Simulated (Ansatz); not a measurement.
Consider the formal exchange of groups at a C–C bond: `C[CH]1[CH2][AlH]1` + `C=CCCC` → `C=CC(C)CC` + `[CH2]1[CH2][AlH]1`.

Calculated with Ansatz (gas phase, PBE0-D4/def2-TZVP geometries, no zero-point term in ΔE). CCSD(T)/CBS adds triple-zeta CCSD(T) − MP2 to the extrapolated MP2 energy (def2 sets, frozen cores). DFT in def2-TZVPP. Each species was taken in one conformer, which may not be the lowest.

`C[CH]1[CH2][AlH]1`:

Z-matrix (Å, degrees):
```
C
C 1 1.509
H 1 1.093 2 111.5
H 1 1.095 2 111.8 3 119.8
H 1 1.098 2 111.5 3 -120.5
C 2 1.582 1 117.1 3 -172.0
Al 2 1.915 1 130.3 3 -92.5
H 2 1.094 1 111.4 3 59.7
H 6 1.089 2 116.4 1 -114.6
H 6 1.092 2 112.7 1 13.8
H 7 1.576 2 157.0 1 72.9
```

`C=CCCC`:

Cartesian coordinates in Å:
```
C -1.245 -2.179 0.846
C -0.798 -1.416 -0.142
C -0.572 0.056 -0.057
C 0.881 0.448 -0.312
C 1.097 1.950 -0.272
H -1.380 -3.247 0.724
H -1.496 -1.758 1.815
H -0.556 -1.880 -1.097
H -1.204 0.563 -0.798
H -0.888 0.422 0.926
H 1.194 0.054 -1.285
H 1.517 -0.042 0.433
H 2.142 2.210 -0.453
H 0.816 2.362 0.701
H 0.492 2.456 -1.030
```

`C=CC(C)CC`:

Cartesian coordinates in Å:
```
C -0.349 2.288 -0.399
C -0.613 1.139 0.205
C 0.366 0.034 0.445
C 0.527 -0.214 1.942
C -0.063 -1.250 -0.271
C -0.092 -1.129 -1.784
H 0.643 2.510 -0.782
H -1.109 3.049 -0.532
H -1.622 0.954 0.574
H 1.336 0.345 0.035
H -0.426 -0.516 2.388
H 0.867 0.686 2.458
H 1.250 -1.012 2.129
H -1.052 -1.544 0.100
H 0.622 -2.053 0.023
H -0.396 -2.069 -2.250
H -0.787 -0.351 -2.107
H 0.896 -0.868 -2.174
```

`[CH2]1[CH2][AlH]1`:

Cartesian coordinates in Å:
```
C 0.309 -0.065 0.837
C -0.225 0.768 -0.400
Al -0.132 -1.112 -0.692
H -0.329 -0.032 1.719
H 1.340 0.144 1.116
H 0.499 1.458 -0.832
H -1.171 1.281 -0.230
H -0.290 -2.441 -1.520
```

| level | ΔE (kJ/mol) |
| --- | --- |
| PBE0-D4 | -7.1 |
| B2PLYP | -5.7 |
| PBE | -2.4 |
| r2SCAN | -6.9 |
| HF/def2-TZVPP | -3.7 |
| MP2/def2-TZVPP | -11.6 |
| CCSD/def2-TZVPP | -9.4 |
| CCSD(T)/def2-TZVPP | -10.1 |

Problem. What does CCSD(T)/CBS give? (Best estimate.)

Solution. Ansatz gave: -9.7 kJ/mol. The listed levels differ from it by 2.6, 4.0, 7.3, 2.8, 6.0, -1.9, 0.3, -0.4 kJ/mol.

Largest T1 diagnostic among the species: 0.011.

The D4 term adds −4.9 kJ/mol with B3LYP and −3.0 kJ/mol with PBE0; it sums over pairs of atoms, weighted by their polarisabilities, and B3LYP, whose exchange is more repulsive, gets the larger term. In def2-TZVPP, CCSD(T) changes the Hartree–Fock value by −6.4 kJ/mol (the triples alone add −0.7 kJ/mol) and MP2 by −8.0 kJ/mol.

B3LYP here is the variant with VWN-RPA as its local correlation; programs differ in this.
